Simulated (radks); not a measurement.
Results of a calculation; reference values are marked as such.
Fractional charge and spin in the 5d shell of bismuth: the spin-up occupation runs from 4 to 5 and the spin-down occupation from 4 to 5; the fullest corner is Bi3+, [Xe] 4f14 6s2 5d(up 5, down 5). Code: a radial shooting solver on a logarithmic mesh with Libxc functionals. Model: scalar-relativistic Kohn-Sham, PBE, spin-polarised, spherical densities, finite nucleus; Fermi nuclear charge, rms radius of each element as measured or else 0.836 A^(1/3) + 0.57 fm. Energy (eV) minus the two flat planes that join the four corners (they meet along the diagonal where the two added fractions sum to one electron); zero is where a piecewise linear energy would lie.

\begin{tabular}{lrrrrr}
down \ up & 4 & 4.25 & 4.5 & 4.75 & 5 \\ \hline
4 & 0.000 & -1.572 & -2.088 & -1.560 & 0.000 \\
4.25 & -1.572 & -2.037 & -1.460 & 0.148 & -1.491 \\
4.5 & -2.088 & -1.460 & 0.198 & -1.394 & -1.980 \\
4.75 & -1.560 & 0.148 & -1.394 & -1.932 & -1.479 \\
5 & 0.000 & -1.491 & -1.980 & -1.479 & 0.000 \\
\end{tabular}

Corners above the fullest one (they belong to Bi4+ and the next ion): (up 5, down 4) 62.653 eV, (up 4, down 5) 62.653 eV, (up 4, down 4) 142.38 eV. With half an added electron in each spin the energy lies 0.198 eV from the planes, and with half an added electron in spin up alone -2.088 eV. The planes are only a guide here: the flat-plane condition holds for ground states with one frontier orbital, while this shell lies below other occupied shells, so the corners above the fullest one are inner-hole states and not the ground states of those ions.
